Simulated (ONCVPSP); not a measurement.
Transferability test, ONCV potential for antimony (Sb)

ONCVPSP 4.0.1 input, shortened (lines: element, Z, core and valence counts, functional; n l f; lmax; l rc ep ncon nbas qcut; lloc lpopt rc5 dvloc0; l nproj debl; icmod fcfact rcfact), PBEsol, non-relativistic:

```
  Sb 51.00    8    3  -116133      upf
    1    0    2.00
    2    0    2.00
    2    1    6.00
    3    0    2.00
    3    1    6.00
    3    2   10.00
    4    0    2.00
    4    1    6.00
    4    2   10.00
    5    0    1.50
    5    1    3.50
    3
    0    2.05    0.00    5    8    2.70
    1    2.45    0.00    3    8    3.70
    2    1.20    0.00    5    9   13.80
    3    2.15    0.35    3    7    4.80
    4    2    0.95    0.00
    0    2    2.50
    1    2    3.30
    2    2    1.40
    3    2    1.30
    3    2.75    1.80
```

Energies are relative to the spin-unpolarised reference configuration 4d10 5s1.5 5p3.5; without spin polarisation the order of configurations can differ from experiment.

| valence configuration | charge | ΔE all-electron (eV) | error AE − PS (meV) |
| --- | --- | --- | --- |
| 4d10 5s2 5p3 | 0 | -3.531 | +0.4 |
| 4d10 5s2 5p2 | +1 | 4.864 | +0.9 |
| 4d10 5s1 5p4 | 0 | 3.571 | -0.2 |

Q: What are ΔE and the potential's error for 4d10 5s2 5p1?

A: ΔE = 20.871 eV all-electron; the error (AE − PS) is -2.4 meV.

Levels in the configuration 4d10 5s2 5p2:

```tsv
level	all-electron (eV)	pseudo (eV)
4d	-43.653	-43.628
5s	-19.640	-19.640
5p	-12.055	-12.055
```

Note: ghosts flagged at negative energy: s at -46.0 eV; GHOST(+) flagged for p at 59.0 eV. A true bound ghost makes a file unfit for plane-wave use.
